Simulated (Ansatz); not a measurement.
Kohn–Sham single points on C4H5B (`BC=C=C=C`).

```yaml
crystal:
  periodic: [false, false, false]
  atoms:
    - {symbol: B, position_ang: [-1.219529, -1.879526, 0.464718]}
    - {symbol: C, position_ang: [0.013973, -1.078836, 0.895958]}
    - {symbol: C, position_ang: [0.347410, 0.038726, 0.265392]}
    - {symbol: C, position_ang: [0.634320, 1.097269, -0.357962]}
    - {symbol: C, position_ang: [0.933593, 2.198304, -1.005811]}
    - {symbol: H, position_ang: [-1.883805, -1.488538, -0.448386]}
    - {symbol: H, position_ang: [-1.516236, -2.887645, 1.036432]}
    - {symbol: H, position_ang: [0.649503, -1.394984, 1.722308]}
    - {symbol: H, position_ang: [0.325661, 2.547572, -1.835108]}
    - {symbol: H, position_ang: [1.798312, 2.796561, -0.734541]}
basis:
  gaussian: {orbitals: def2-TZVPP}
hamiltonian: {xc: {name: CAM-B3LYP}, dispersion: d4}
output: {orbitals: {seedname: orbitals}}
```

```sh
$ ansatz run in.yaml --threads 2 --pin off --events-out ev --progress --plain --max-ram 4352MiB
```

Shortened log:

```
Functional definition: CAM-B3LYP
1184 factors; their error is unknown
312 factors; integrals over basis functions are off by at most 1.2e-5 eV
mean field evaluation 1: about -4896.7725 eV, gradient 4.3e1 eV
mean field evaluation 2: about -4898.8352 eV, gradient 3.1e1 eV
mean field evaluation 4: about -4901.2961 eV, gradient 3.0e0 eV
mean field evaluation 8: about -4901.3217 eV, gradient 5.9e-2 eV
mean field evaluation 16: about -4901.3142 eV, gradient 1.1e-4 eV
mean field -4901.31421201 eV, -180.1199750613 hartree, gradient 2.7e-5 eV, S^2 0.000000; 0 other end points of the search recorded, 0 dependent functions left out
reference -4901.31435156 eV, -180.1199801897 hartree; 17, 17 occupied and 208, 208 virtual orbitals, 1184 factors
Total energy: -4901.45629699 eV, -180.1251965878 hartree
```

Hardware: 2 threads of an Arm Neoverse V2 on a shared host. Wall time 3.2 s, peak host memory 0.46 GiB.

The same input with `hamiltonian: {xc: {name: B3LYP}, dispersion: d4}` and forces (abridged; 4.5 s):

```
Functional definition: B3LYP
mean field evaluation 16: about -4904.8253 eV, gradient 5.1e-4 eV
mean field -4904.82530210 eV, -180.2490052421 hartree, gradient 2.0e-5 eV, S^2 0.000000
Total energy: -4905.09461860 eV, -180.2589024411 hartree
Atom 0 force    -0.099138    -0.089819    -0.013028 eV/Å
Atom 1 force    -0.008704    -0.078877     0.058652 eV/Å
Atom 2 force     0.083355     0.178784    -0.075220 eV/Å
Atom 3 force    -0.046421    -0.162333     0.093403 eV/Å
Atom 4 force     0.032460     0.121070    -0.070862 eV/Å
Atom 5 force     0.065580    -0.051155     0.100167 eV/Å
Atom 6 force     0.024163     0.103739    -0.064524 eV/Å
Atom 7 force    -0.044267     0.005116    -0.044003 eV/Å
Atom 8 force     0.049844    -0.004324     0.047548 eV/Å
Atom 9 force    -0.056873    -0.022202    -0.032134 eV/Å
Dipole moment:     0.225795     0.322090    -0.066715 e Å
```

Changing it to `hamiltonian: {xc: {name: wB97X-V}}` (abridged; 8.5 s):

```
Functional definition: wB97X-V
mean field evaluation 16: about -4902.6530 eV, gradient 5.5e-4 eV
mean field -4902.65295604 eV, -180.1691729971 hartree, gradient 2.7e-5 eV, S^2 0.000000
Total energy: -4902.65295377 eV, -180.1691729136 hartree
```

Changing it to `hamiltonian: {xc: {name: r2SCANh}, dispersion: d4}` (abridged; 4.7 s):

```
Functional definition: r2SCANh
mean field evaluation 16: about -4900.9757 eV, gradient 2.6e-4 eV
mean field -4900.97574449 eV, -180.1075366092 hartree, gradient 2.9e-5 eV, S^2 0.000000
Total energy: -4901.02097652 eV, -180.1091988556 hartree
```

With the line `hamiltonian: {xc: {name: revPBE}, dispersion: d4}` (abridged; 1.9 s):

```
Functional definition: revPBE
mean field evaluation 16: about -4903.1472 eV, gradient 6.8e-5 eV
mean field -4903.14718333 eV, -180.1873355147 hartree, gradient 6.8e-5 eV, S^2 0.000000
Total energy: -4903.70672725 eV, -180.2078983746 hartree
```

With the line `hamiltonian: {xc: {name: PBE-QIDH}}` (abridged; 6.5 s):

```
Functional definition: PBE-QIDH
mean field evaluation 16: about -4889.5227 eV, gradient 5.5e-4 eV
mean field -4889.52272419 eV, -179.6866458765 hartree, gradient 2.6e-6 eV, S^2 0.000000; unrestricted orbitals would lower it
5 core orbitals not correlated: weight in the atoms' cores, before any rotation towards them, 1.000 or more for the frozen orbitals, at most 0.000 for the correlated occupied ones
second order -22.12973907 eV of doubles, -0.00000000 eV of singles
Total energy: -4896.89931758 eV, -179.9577306836 hartree
```

B3LYP takes the VWN-RPA correlation (the form of Gaussian; ORCA's B3LYP/G).
